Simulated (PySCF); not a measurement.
## Radial density of Sr⁻ (strontium, charge -1)

B2PLYP, [Kr] 4d1 5s2, 2D determinant. All numbers are calculated (PySCF 2.14, scalar relativity through the core potential, in def2-QZVPPD with the def2 core potential (28 electrons) (7s5p4d3f, 63 functions)). This is the valence pseudo-density: the core potential removes the inner electrons and smooths the orbitals near the nucleus.

| r (bohr) | 4πr²ρ (e/bohr) | 4πr²(ρα − ρβ) |
| --- | --- | --- |
| 0.0812 | 1.488e-05 | 0.0000 |
| 0.137 | 9.806e-05 | 0.0000 |
| 0.230 | 0.001028 | 0.0000 |
| 0.386 | 0.02665 | 0.0002 |
| 0.650 | 0.9425 | 0.0026 |
| 1.09 | 6.228 | 0.0311 |
| 1.84 | 4.041 | 0.1160 |
| 3.09 | 0.7921 | 0.1413 |
| 5.20 | 0.4949 | 0.1360 |
| 8.75 | 0.1463 | 0.0634 |
| 14.7 | 0.001984 | 0.0001 |

Energies and moments cover only the electrons outside the core potential. The configuration of this anion was assumed by filling the next shell in order. It is not the known or likely ground configuration (Ca⁻, Sr⁻ and Ba⁻, for instance, bind a p electron), so these values are not the electron affinity of the element. At B2PLYP the highest occupied level has a positive energy, so only the finite basis holds that electron.
